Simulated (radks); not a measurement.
Results of a calculation; reference values are marked as such.
Q: These are the eigenvalues of the occupied orbitals of an atom or ion with whole-number occupations (eV). Code: a radial shooting solver on a logarithmic mesh with Libxc functionals. Model: non-relativistic Kohn-Sham, RPBE, spin-polarised, spherical densities, point nucleus.

orbital  eigenvalue
1s down   -22394.59
1s up     -22394.59
2s up     -3202.969
2s down   -3202.455
2p up     -2970.467
2p down   -2970.094
3s up     -587.2274
3s down   -587.0073
3p up     -495.2529
3p down   -494.9865
3d up     -326.0045
3d down   -325.5621
4s up      -98.6556
4s down    -96.4510
4p up      -70.7218
4p down    -68.4487
4d up      -26.9636
4d down    -24.7335

Which element is it, and in what charge state? The configuration may be excited. Open shells, if any, are filled with parallel spins first.

A: Z = 45, rhodium, charge +2: Rh2+ in [Kr] 4d7. The list shows which subshells hold electrons but not how many an open one holds; the 1s level, -822.99 hartree, gives Z - s = 40.6 by -(Z - s)^2/2, which with screening narrows Z to a few neighbours, and the depths of the outer levels then fix element, charge and occupations together.
